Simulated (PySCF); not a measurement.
Zr(OH)3 (H3O3Zr), SMILES [OH][Zr+]([OH])[OH], charge +1, multiplicity 1. Coordinates come from a PBE-D3(BJ)/def2-SVP optimisation. The multiplicity is an assumed one; other spin states were not compared. The isomer is the one that the SMILES or the coordinates give; other isomers of the formula were not compared. The def2 effective core potentials stand for the cores of Zr; spin–orbit coupling is left out. The values are those of a single conformer.

Computed equilibrium geometry at PBE-D3(BJ)/def2-SVP (PySCF confirms it by a frequency run) as a Z-matrix, and its point group (one conformer of several):
point group C3v.
```
Zr
O 1 1.8819
H 2 0.9746 1 167.08
O 1 1.8819 2 110.67 3 -61.54
H 4 0.9746 1 167.08 2 61.54
O 1 1.8819 2 110.67 3 61.54
H 6 0.9746 1 167.08 2 -61.54
```
Charge +1, spin multiplicity 1.
